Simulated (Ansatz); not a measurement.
Molecule: C₅H₅Se, charge 0, multiplicity 2. It need not be the lowest isomer of its formula. 
Geometry from a B3LYP-D3(BJ)/def2-TZVP (Ansatz, a first-principles code) optimisation:
```
C
C 1 1.3942
H 2 1.0805 1 121.20
H 2 1.0805 3 117.94 1 180.00
C 1 1.3974 2 124.56 3 0.00
H 5 1.0777 1 126.20 2 0.00
C 1 1.4529 2 123.17 3 180.00
C 7 1.3457 1 116.03 2 180.00
H 8 1.0778 7 127.58 1 -180.00
H 7 1.0822 8 122.62 9 0.00
Se 5 1.8607 6 120.96 1 -180.00
```
Charge 0, spin multiplicity 2.

Total electronic energies in hartree. Cores are frozen in the correlated levels unless marked. Open shells are spin-unrestricted. Spin-orbit coupling is left out. The frozen core is the preceding noble-gas configuration, with the filled d and f shells of earlier blocks. No relativistic terms. CBS marks a two-point X^-3 extrapolation of the correlation energy; Hartree-Fock from the larger set.

The UHF reference is spin-contaminated (<S^2> 0.39 over the pure value in the largest basis). 

| level | program | energy (Eh) |
|---|---|---|
| PBE/def2-TZVPD | Ansatz | -2594.48803 |
| BLYP/def2-TZVPD | Ansatz | -2595.05209 |
| r2SCAN-D4/def2-TZVPD | Ansatz + dftd4 | -2594.98202 |
| PBE0-D3(BJ)/def2-TZVPD | Ansatz + dftd3 | -2594.59234 |
| LC-wPBE/def2-TZVPD | Ansatz | -2594.62267 |
| wB97M-V/def2-TZVPD | Ansatz | -2594.87863 |
| B2GP-PLYP-D4/def2-TZVPD | Ansatz + dftd4 | -2594.32017 |
| RPA@PBE/cc-pVTZ | Ansatz | -2593.59043 |
| MP2/cc-pVQZ | Ansatz | -2593.12841 |
| SCS-MP2/6-31G* | Ansatz | -2592.41689 |
| CCSD/STO-3G | Ansatz | -2563.78540 |
| CCSD/6-31G* | Ansatz | -2592.50353 |
| CCSD/cc-pVDZ | Ansatz | -2592.81916 |
| CCSD(T)/6-31G* | Ansatz | -2592.53692 |
| CCSD(T)/CBS(cc-pVTZ,cc-pVQZ) | Ansatz | -2593.2719 |

Totals of different functionals don't rank their quality; only differences between species are comparable.
